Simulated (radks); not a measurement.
Results of a calculation; reference values are marked as such.
Ca4+, 16 electrons, occupied as [Ne] 3s2 3p4 (the NIST ground configuration). Code: a radial shooting solver on a logarithmic mesh with Libxc functionals. Model: scalar-relativistic Kohn-Sham, BP86, spin-polarised, spherical densities, finite nucleus; open shells are filled with parallel spins first; Fermi nuclear charge, rms radius 3.4776 fm. Some entries of the table are withheld. Estimate them.

orbital,occ.,eigenvalue (eV),<1/r> (bohr^-1)
1s up,1,-4011.339,19.74
1s down,1,-4010.676,19.75
2s up,1,-472.4826,(1)
2s down,1,-471.9130,(2)
2p up,3,-393.2208,3.958
2p down,3,-392.4048,3.957
3s up,1,-98.9970,1.281
3s down,1,-95.8102,1.275
3p up,3,-78.8043,1.179
3p down,1,-75.7447,1.171

Answer. 
(1) 2s up <1/r> (bohr^-1): 4.054
(2) 2s down <1/r> (bohr^-1): 4.054
